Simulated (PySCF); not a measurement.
Species: CH7ClSi2.
InChI=1S/CH7ClSi2/c2-1-4-3/h1,4H2,3H3

Torsions of this conformer, `[SiH3:1][SiH2:2][CH2:3][Cl:4]`: Si1–Si2–C3–Cl4 180°.

The closed-shell ground state was solved at several levels (PySCF, density fitting, gas phase, non-relativistic). One conformer (not necessarily the lowest) at the PBE0-D3(BJ)/def2-SVP geometry, without solvent, vibrations or thermal averaging.

```
              level  basis functions  HOMO (eV)  LUMO (eV)  gap (eV)  dipole (D)
      PBE0/pcSseg-1              124      -7.98      -0.44      7.54        1.75
CAM-B3LYP/def2-SVPD              151      -9.27       0.50      9.77        1.74
```

(1) What might PBE/pcSseg-2 (263 basis functions) give for the same quantities?

(2) Over all these levels, which gives the widest orbital gap and which the narrowest?

(3) How far do the dipole and the HOMO energy spread over the levels?

Answers

(1) HOMO -6.70 eV, LUMO -1.43 eV, gap 5.27 eV, dipole 1.59 D.

(2) CAM-B3LYP/def2-SVPD (range-separated hybrid) has the widest, 9.77 eV, and PBE/pcSseg-2 (GGA) the narrowest, 5.27 eV. Functional and basis both differ between the two, so the spread mixes both effects.

(3) The dipole runs from 1.59 to 1.75 D (mean 1.70 D) and the HOMO from -9.27 to -6.70 eV.
